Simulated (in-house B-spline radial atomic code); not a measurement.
# RPA and G0W0 on SCAN: the bromine ion Br²⁺

Configuration [Ar] 3d10 4s2 4p3, highest spin, mean-field start SCAN. Computed with a B-spline radial code for spherical atoms: all electrons, non-relativistic, point nucleus, each spin shell either full or empty, empty states to l = 9 with an (l + 1/2)⁻⁴ tail; G0W0 by contour deformation at full frequency.

Command:
```bash
python run_gw.py task.json out
```
Settings (radii: box in bohr, nucleus in fm):
```
Z                        35
electrons                33
configuration            [Ar] 3d10 4s2 4p3
hamiltonian              nr
method                   scan,scan
lmax                     9
spin_polarised           True
box_radius               17.55
intervals                52
```

Run time, properties included: 3.9 s on 1 thread of Arm Neoverse N1, with other jobs on the host.

Energies (hartree):

```csv
term,value
mean-field total,-2573.15079
Hartree-Fock functional on these orbitals,-2571.29156
direct second order,-2.7458
second-order exchange,0.80205
SOSEX correction,0.73615
```

**Question.** What is the RPA correlation energy, and what remains with SOSEX?

**Answer.** RPA gives -2.3802 hartree (-1.96 eV per electron); RPA + SOSEX gives -1.644, and the second-order doubles -1.9438 hartree (no singles). RPA lacks exchange-type terms and so overcorrelates at short range.

Quasi-particle levels (eV):

| level | occupied | mean field | Σx - vxc | Σc | QP weight | G0W0 |
| --- | --- | --- | --- | --- | --- | --- |
| 4p up | yes | -30.04 | -4.99 | ? | ? | ? |
| 4s down | yes | -39.09 | -3.27 | -2.20 | 0.931 | -44.57 |
| 4p down | no | -25.671 | 6.87 | -2.70 | 0.935 | -21.502 |

G0W0 = mean field + (Σx - vxc) + Σc, with Σc (partial-wave tail included) taken at the quasi-particle energy. Only the outer levels were computed. Levels of low weight are left out.

**Question.** Where does G0W0 put 4p up?

**Answer.** At -35.29 eV, with Σc = -0.27 eV and a quasi-particle weight of 0.934. The tabulated removal energy is 34.871 ± 0.019 eV (NIST, measured); the calculation leaves out relativity, Breit and QED terms, and what these don't explain is the method's own error.
